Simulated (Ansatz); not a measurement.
Gas-phase reaction (SMILES): O[Si](Cl)(Cl)Cl → O[Si](Cl)Cl + Cl atom; the Cl-Si bond at the site shown breaks (other sites are not compared here).

Geometries: B3LYP-D3(BJ)/def2-TZVP minima from Ansatz (a program for electronic structure), one conformer each, not searched for the lowest. Correlated levels leave the core frozen unless marked. UHF or UKS for open shells. No spin-orbit coupling. No relativistic terms. CBS marks a two-point X^-3 extrapolation of the correlation energy; Hartree-Fock from the larger set. Thermal terms are rigid-rotor harmonic-oscillator values from B3LYP-D3(BJ) frequencies (Ansatz) at 298.15 K and 1 atm. 1 Eh = 627.5095 kcal/mol. Atoms have translation alone.

| species | E, CCSD(T)/CBS(cc-pV(T+d)Z,cc-pV(Q+d)Z) (Ansatz) (Eh) | E, PBE0-D4/def2-TZVPD (Ansatz + dftd4) (Eh) | H - E (Eh) |
|---|---|---|---|
| O[Si](Cl)(Cl)Cl | -1744.39215 | -1745.57855 | 0.02725 |
| O[Si](Cl)Cl | -1284.50045 | -1285.40329 | 0.02347 |
| Cl atom | -459.70714 | -459.99797 | 0.00236 |

Question: Work out ΔE and ΔH at 298.15 K at the first level, then ΔH at the second.

Answer: 
1. ΔE = [(-1284.50045) + (-459.70714)] - [(-1744.39215)] = 0.18456 Eh = 115.8 kcal/mol at CCSD(T)/CBS(cc-pV(T+d)Z,cc-pV(Q+d)Z).
2. The terms H - E add up to -0.00142 Eh, so ΔH = (0.18456 + (-0.00142))×627.5095 = 114.9 kcal/mol.
3. At PBE0-D4/def2-TZVPD the same steps give ΔE = 111.3 and ΔH = 110.4 kcal/mol, a shift of -4.5 from the first level.
4. These values are not checked against measurement here, since the tables used lack a sound gas-phase enthalpy of formation for at least one species.
